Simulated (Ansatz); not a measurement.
Abridged output of a molecular run in Ansatz:

```
Functional definition: HF
1101 factors; integrals over basis functions are off by at most 1.2e-3 eV
mean field evaluation 1: about -34689.5149 eV, gradient 3.6e1 eV
mean field evaluation 2: about -34689.5212 eV, gradient 3.6e1 eV
mean field evaluation 4: about -34693.0621 eV, gradient 3.6e0 eV
mean field evaluation 8: about -34693.1209 eV, gradient 2.3e-4 eV
mean field -34693.12087430 eV, -1274.9486762887 hartree, gradient 9.7e-7 eV, S^2 0.000000; 0 other end points of the search recorded, 0 dependent functions left out
21 core orbitals not correlated: weight in the atoms' cores, before any rotation towards them, 1.000 or more for the frozen orbitals, at most 0.000 for the correlated occupied ones
reference -34693.12087430 eV, -1274.9486762887 hartree; 14, 14 occupied and 81, 81 virtual orbitals, 1101 factors
second order -14.87192572 eV of doubles, -0.00000000 eV of singles
cycle   1  -15.92925546 eV  change    -1.1e0 eV  update   1.1e-1
cycle   2  -16.44920242 eV  change   -5.2e-1 eV  update   3.2e-2
cycle   3  -16.54811291 eV  change   -9.9e-2 eV  update   1.6e-2
cycle   4  -16.54157261 eV  change    6.5e-3 eV  update   4.4e-3
cycle   5  -16.54045449 eV  change    1.1e-3 eV  update   1.7e-3
cycle   6  -16.54031155 eV  change    1.4e-4 eV  update   5.5e-4
cycle   7  -16.54017146 eV  change    1.4e-4 eV  update   2.0e-4
cycle   8  -16.54023021 eV  change   -5.9e-5 eV  update   6.8e-5
cycle   9  -16.54024386 eV  change   -1.4e-5 eV  update   2.2e-5
perturbative correction -0.52402508 eV, -0.0192575665 hartree
Total energy: -34710.18514325 eV, -1275.5757766058 hartree
```

Its atoms:

```xyz
11

Si   -0.101    2.053    0.053
Si    0.744   -0.120    0.260
N    -0.431   -1.310    0.723
Al   -0.375   -2.257   -0.785
S     1.147   -0.968   -1.686
H     0.925    2.964   -0.524
H    -1.294    2.035   -0.837
H    -0.510    2.592    1.381
H     1.975   -0.126    1.103
H    -0.935   -1.330    1.593
H    -1.146   -3.532   -1.283
```

Task: Which basis set was used?
A. def2-TZVPPD
B. def2-QZVPP
C. def2-SVPD
D. def2-SVP

Result: D. It gives 116 functions.

Task: Write the keys of the input that set method, charge and spin (a neutral closed shell needs none for the last two).

Result: 
```yaml
correlation: {method: ccsd_t}
```
